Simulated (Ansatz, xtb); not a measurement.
**Relative energy of two structures of ClFHO2Si2**

Structure I is a doublet given by its coordinates and structure II is a doublet given by its coordinates. Both are isolated molecules in the gas phase, relaxed with B3LYP-D3(BJ)/def2-SVP.

I (Å):

```xyz
7

Cl   -2.9775    0.9613   -1.7660
F    -1.6702   -1.5192   -0.8690
O     0.0421    0.1878   -2.1571
O    -0.4683    0.7390    0.1111
Si   -1.2906    0.0119   -1.1557
Si    0.9171    0.9533   -0.8877
H     2.0882    0.1278   -0.4236
```

Close contacts (Å): Cl1–Si5 2.03, F2–Si5 1.60, O3–Si5 1.68, O3–Si6 1.72, O4–Si5 1.68, O4–Si6 1.72, Si5–Si6 2.41, Si6–H7 1.51.

II (Å):

```yaml
atoms:
  - { symbol: Cl, position_ang: [2.4737, -0.0784, 1.4484] }
  - { symbol: F, position_ang: [-2.7864, -0.9000, 2.2497] }
  - { symbol: O, position_ang: [-0.4490, 0.5679, 2.3711] }
  - { symbol: O, position_ang: [-0.2947, -1.5282, 1.2349] }
  - { symbol: Si, position_ang: [-1.1981, -0.9511, 2.5596] }
  - { symbol: Si, position_ang: [0.4637, -0.0211, 1.0697] }
  - { symbol: H, position_ang: [0.2267, 0.6575, -0.2145] }
```

Close contacts (Å): Cl1–Si6 2.05, F2–Si5 1.62, O3–Si5 1.70, O3–Si6 1.70, O4–Si5 1.70, O4–Si6 1.70, Si5–Si6 2.42, Si6–H7 1.47.

Q: Estimate which is lower in electronic energy at CCSD(T)/def2-SVP + ΔMP2/def2-TZVPP, and by roughly how much.

A: Too close to call at this level: CCSD(T)/def2-SVP + ΔMP2/def2-TZVPP gives E(II) − E(I) = +0.59 kcal/mol.

The same difference at several levels:

| level | geometry | E(II) − E(I) (kcal/mol) | departure from the last row (kcal/mol) | job, with rough time for the two |
| --- | --- | --- | --- | --- |
| GFN2-xTB | GFN2-xTB | +0.51 | −0.08 | optimisation, 0.18 s |
| HF/STO-3G | GFN2-xTB | −0.25 | −0.84 | single point, 0.62 s |
| r2SCAN-D4/def2-SVP | GFN2-xTB | +1.43 | +0.84 | single point, 5.1 s |
| B3LYP-D3(BJ)/def2-SVP | B3LYP-D3(BJ)/def2-SVP | +0.72 | +0.12 | optimisation, 55 s |
| HF/def2-SVP | B3LYP-D3(BJ)/def2-SVP | +0.89 | +0.29 | part of the CCSD(T) run |
| MP2/def2-SVP | B3LYP-D3(BJ)/def2-SVP | +0.54 | −0.05 | part of the CCSD(T) run |
| CCSD(T)/def2-SVP | B3LYP-D3(BJ)/def2-SVP | +1.00 | +0.41 | single point |
| CCSD(T)/def2-SVP + ΔMP2/def2-TZVPP | B3LYP-D3(BJ)/def2-SVP | +0.59 |  | single point, 51 s |

The largest departure from CCSD(T)/def2-SVP + ΔMP2/def2-TZVPP is that of HF/STO-3G, 0.84 kcal/mol. The last row adds to CCSD(T) the change of the MP2 difference between the two basis sets, here −0.41 kcal/mol.

With harmonic frequencies from B3LYP-D3(BJ)/def2-SVP (ideal gas, rigid rotor, one conformer each, 298.15 K, 1 atm): on the last row, ΔE + ΔZPE = +1.06, ΔH = +1.08, ΔG = +0.90 kcal/mol.

Open shells are spin-unrestricted. The correlated steps freeze 18 core orbitals. Codes used: Ansatz 0.2.0, xtb 6.7.1; the last row on 2 threads of Intel(R) Xeon(R) Platinum 8488C (Sapphire Rapids) on a shared host.
